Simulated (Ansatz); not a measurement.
`[Cl][Ti]([Cl])([Cl])[I]` and `[Cl][Ti]([Cl])([Cl])[Br]` differ in one atom or group.

Ansatz, PBE0-D4/def2-TZVP geometries, multiplicity 1. 

Elements past krypton have def2 core potentials. Scalar relativity is left out up to krypton.

| property | `[Cl][Ti]([Cl])([Cl])[I]` |
| --- | --- |
| size of the dipole moment (ωB97M-V/def2-TZVPP) / D | 0.27 |
| LUMO energy (ωB97M-V/def2-TZVPP) / eV | -1.65 |
| HOMO–LUMO gap (B3LYP/def2-TZVPP) / eV | 4.23 |
| LUMO energy (B3LYP/def2-TZVPP) / eV | -3.89 |
| size of the dipole moment (B3LYP/def2-TZVPP) / D | 0.52 |
| size of the dipole moment (PBE/def2-TZVPP) / D | 0.55 |

(1) What does the change do to each property? (Estimate.)

Results:

(1) Computed: 
```json
{"property": "size of the dipole moment (ωB97M-V/def2-TZVPP) / D", "`[Cl][Ti]([Cl])([Cl])[Br]`": "0.06", "shift": "-0.21"}
{"property": "LUMO energy (ωB97M-V/def2-TZVPP) / eV", "`[Cl][Ti]([Cl])([Cl])[Br]`": "-1.63", "shift": "0.02"}
{"property": "HOMO–LUMO gap (B3LYP/def2-TZVPP) / eV", "`[Cl][Ti]([Cl])([Cl])[Br]`": "4.96", "shift": "0.73"}
{"property": "LUMO energy (B3LYP/def2-TZVPP) / eV", "`[Cl][Ti]([Cl])([Cl])[Br]`": "-3.93", "shift": "-0.04"}
{"property": "size of the dipole moment (B3LYP/def2-TZVPP) / D", "`[Cl][Ti]([Cl])([Cl])[Br]`": "0.16", "shift": "-0.36"}
{"property": "size of the dipole moment (PBE/def2-TZVPP) / D", "`[Cl][Ti]([Cl])([Cl])[Br]`": "0.18", "shift": "-0.37"}
```

Dipoles are sizes alone; their direction can turn.

B3LYP here is the variant with VWN-RPA as its local correlation; programs differ in this.

Spin–orbit coupling is left out; it splits and shifts lone-pair levels of the heavy atoms by tenths of an eV.
